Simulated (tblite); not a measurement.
Species: C4H7FO2.
Numbering: `[F:1][CH2:2][CH:3]1[O:4][CH2:5][CH2:6][O:7]1` (hydrogens: H8, H9 on C2; H10 on C3; H11, H12 on C5; H13, H14 on C6)

Computed with GFN2-xTB (tblite), gas phase: Langevin dynamics at 300 K from the optimised GFN2-xTB geometry, time step 0.5 fs, friction 0.01 fs⁻¹, 2000 steps.

Start geometry:
```
atom  x, y, z in Å
F1      1.208    0.275    1.521
C2      1.727    0.318    0.253
C3      0.634    0.083   -0.812
O4      0.017   -1.164   -0.678
C5     -1.114   -0.977    0.157
C6     -1.385    0.541    0.100
O7     -0.378    1.046   -0.761
H8      2.484   -0.468    0.187
H9      2.169    1.309    0.119
H10     1.118    0.133   -1.797
H11    -0.893   -1.305    1.178
H12    -1.930   -1.575   -0.254
H13    -2.352    0.787   -0.343
H14    -1.306    0.998    1.092
```

The statistics below take the 31 frames saved every 25 fs from 250 to 1000 fs; their kinetic temperature (all 3N coordinates) averages 278 K.

Task: How do the bond lengths spread?

Result: 
| bond | start (Å) | mean (Å) | standard deviation (Å) | shortest (Å) | longest (Å) |
| --- | --- | --- | --- | --- | --- |
| F1–C2 | 1.371 | 1.379 | 0.028 | 1.328 | 1.429 |
| C2–C3 | 1.544 | 1.540 | 0.041 | 1.476 | 1.638 |
| C3–O4 | 1.398 | 1.400 | 0.033 | 1.331 | 1.452 |
| O4–C5 | 1.418 | 1.418 | 0.038 | 1.361 | 1.522 |
| C5–C6 | 1.543 | 1.545 | 0.022 | 1.510 | 1.584 |
| C6–O7 | 1.418 | 1.419 | 0.030 | 1.368 | 1.490 |
| C3–O7 | 1.398 | 1.407 | 0.035 | 1.344 | 1.474 |
| C2–H8 | 1.093 | 1.096 | 0.020 | 1.059 | 1.128 |
| C2–H9 | 1.093 | 1.099 | 0.032 | 1.039 | 1.179 |
| C3–H10 | 1.099 | 1.116 | 0.046 | 1.041 | 1.220 |
| C5–H11 | 1.095 | 1.101 | 0.027 | 1.054 | 1.144 |
| C5–H12 | 1.091 | 1.097 | 0.027 | 1.048 | 1.151 |
| C6–H13 | 1.091 | 1.098 | 0.026 | 1.050 | 1.153 |
| C6–H14 | 1.095 | 1.096 | 0.021 | 1.050 | 1.144 |

Task: Give the same statistics for bond angles, one of each kind among heavy atoms.

Result: 
```csv
angle,start (°),mean (°),standard deviation (°),smallest (°),largest (°)
F1–C2–C3,111.4,110.6,2.7,104.3,114.7
C2–C3–O4,112.5,112.7,3.2,108.2,120.4
O4–C3–O7,106.9,107.8,2.5,103.2,111.8
C3–O4–C5,106.9,107.7,2.2,104.0,112.6
O4–C5–C6,104.3,103.1,2.8,97.4,110.1
```

Task: How far does each atom move about its mean position (frames aligned on the start, all atoms weighted alike), and what rms force does it feel?

Result: 
```
atom  rms displacement (Å)  rms force (eV/Å)
  F1                  0.34              1.00
  C2                  0.11              1.73
  C3                  0.13              2.23
  O4                  0.15              1.50
  C5                  0.08              1.90
  C6                  0.10              1.69
  O7                  0.30              1.63
  H8                  0.26              0.79
  H9                  0.31              1.00
 H10                  0.25              1.46
 H11                  0.20              0.93
 H12                  0.13              0.94
 H13                  0.28              0.89
 H14                  0.35              0.77
```

The displacements run from 0.08 to 0.35 Å.

Task: How widely does the potential energy scatter, against a harmonic estimate?

Result: Mean 0.50 eV above the start, standard deviation 0.138 eV, range 0.28 to 0.75 eV. For 36 classical harmonic modes at 300 K the canonical values are 36kT/2 = 0.47 eV and kT·√(36/2) = 0.110 eV.

The run is classical and short, so these are rough statistics of one trajectory.

What follows is the cost of the whole dynamics run. On one thread of an Intel Xeon at 2.50 GHz, no GPU, on a shared host, this took 24 s and 0.18 GiB of memory at its peak.
